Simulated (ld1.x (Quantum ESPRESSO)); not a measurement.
# Before and after: RRKJ potential for Al

* Element: Al
* Generator: ld1.x (Quantum ESPRESSO) 7.5
* Type: norm-conserving RRKJ (Kleinman–Bylander form)
* Functional: LDA (PZ)
* Relativity: scalar-relativistic
* Frozen core: [Ne]
* Valence charge: 3
* Reference configuration: 3s2 3p1
* Partial waves: 3s (bound): rc 1.75 bohr; 3p (bound): rc 2.35 bohr
* Local potential: all-electron potential smoothed inside 1.45 bohr (lloc = -1)
* Core correction: none

All-electron outer shells of the reference configuration (LDA (PZ), scalar-relativistic, ld1.x):

| shell | level (eV) | outermost node (bohr) | outermost maximum (bohr) |
| --- | --- | --- | --- |
| 2s | -107.50 | 0.17 | 0.50 |
| 2p | -69.71 | – | 0.43 |
| 3s | -7.84 | 0.80 | 2.06 |
| 3p | -2.79 | 0.82 | 2.64 |

Change: local potential the p channel.

Cutoffs: the cutoffs (Ry, on a coarse ladder) from which the occupation-weighted sum of valence levels, in a spherical-Bessel basis at the reference potential, stays within 10 and 1 mRy of its value at 400 Ry; they do not see the model core or the augmentation charge, which bear on the density cutoff. Errors are all-electron minus pseudo energies relative to the spin-unpolarised reference configuration.

**Question.** Predict the effect on cutoff, ghosts and configuration errors.

**Answer.** The potential gets neither clearly harder nor softer (12 Ry and 18 Ry → 12 Ry and 18 Ry); of the 9 tests that both files solve, the error grows in 0 and shrinks in 2 by more than 15 % and 0.3 meV (median size 7.0 → 7.9 meV); the range in which the s phases agree widens (upper end 1.4 → 3.7); neither file shows a bound ghost.

| quantity | base | changed |
| --- | --- | --- |
| cutoff, loose | 12 Ry | 12 Ry |
| cutoff, tight | 18 Ry | 18 Ry |
| bound ghosts | none | none |
| error for 3s2 3p0, meV [ΔE 5.85 eV] | +4.9 | +2.4 |
| error for 3s1 3p0, meV [ΔE 25.22 eV] | +98 | +85 |
| error for 3s2 3p0.5, meV [ΔE 2.13 eV] | +0.7 | +0.3 |
| error for 3s1 3p1, meV [ΔE 11.67 eV] | +22 | +21 |
| error for 3s0 3p3, meV [ΔE 10.51 eV] | +32 | +36 |
| error for 3s2 3p1.3, meV [ΔE -0.60 eV] | +0.1 | +0.1 |
| error for 3s1 3p2, meV [ΔE 5.16 eV] | +7.0 | +7.9 |
| error for 3s2 3p1 (spin-polarised), meV [ΔE -0.14 eV] | +6.9 | +6.6 |
| error for 3s1 3p0 (spin-polarised), meV [ΔE 24.80 eV] | +235 | +220 |
| s: phases at 2.56 bohr within 0.05 rad from the reference energy up to (Ry; the scan ends near 5) | 1.4 | 3.7 |
| p: phases at 2.56 bohr within 0.05 rad from the reference energy up to (Ry; the scan ends near 5) | 2.6 | 3.2 |
